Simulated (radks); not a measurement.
Numerical settings for the rubidium ion Rb+, [Kr]. All-electron calculation, scalar-relativistic Kohn-Sham, r2SCAN, spin-polarised, spherical densities, finite nucleus; meta-GGA in the generalised Kohn-Sham scheme; Fermi nuclear charge, rms radius 4.2036 fm. Program: a radial shooting solver on a logarithmic mesh with Libxc functionals. The defaults (mesh step 0.008 in ln r, mesh end at 40 bohr or more with all orbitals vanishing there, Anderson mixing 0.5 over 9 steps, residual threshold near 1e-9 with the energy settled to 1e-9 hartree or 1e-11 of itself, here a cap of 71 iterations) give E = -2981.532 hartree and 4p at -22.167 eV in 12 iterations. Run on one thread of a shared host, so times are rough (Arm Neoverse N1): 0.21 s of CPU time, 0.21 s wall, 12 iterations on 2259 mesh points. Changes against that run (0 stands for a change within the tolerance of the run):

\begin{tabular}{lrrrrr}
setting & iterations & converged & E (mhartree) & e(4p) (meV) & CPU (s) \\ \hline
mesh step in ln r 0.005 & 13 & yes & 0 & 0 & 0.34 \\
mesh step in ln r 0.03 & 10 & yes & +0.0553 & +0.0113 & 0.06 \\
mesh step in ln r 0.02 & 10 & yes & -0.00264 & +0.0101 & 0.08 \\
mesh end (bohr) 1 & 11 & level above zero & +1.5e+05 & +5.69e+05 & 0.14 \\
mesh end (bohr) 5 & 12 & yes & +8.44 & +241 & 0.19 \\
residual threshold 1e-16 & 71 & no & 0 & -0.00818 & 0.67 \\
residual threshold 1e-05 & 10 & yes & 0 & +0.169 & 0.18 \\
mixing 1.5 & 14 & yes & 0 & -0.0142 & 0.23 \\
linear mixing, mixing 0.2 & 62 & yes & 0 & -0.01 & 0.84 \\
linear mixing, mixing 0.5 & 22 & yes & 0 & -0.00903 & 0.32 \\
mixing history 3 & 14 & yes & 0 & +0.0195 & 0.23 \\
iteration cap 8 & 8 & no & 0 & +0.379 & 0.14 \\
\end{tabular}

Settled on a wrong energy, with an occupied level pushed above zero by the early mesh end: mesh end (bohr) 1 (+150 hartree). Apart from these: settings that end as converged yet miss the energy by more than 1 mhartree: mesh end (bohr) 5 (+0.00844 hartree). A mesh that ends early acts as a hard wall.
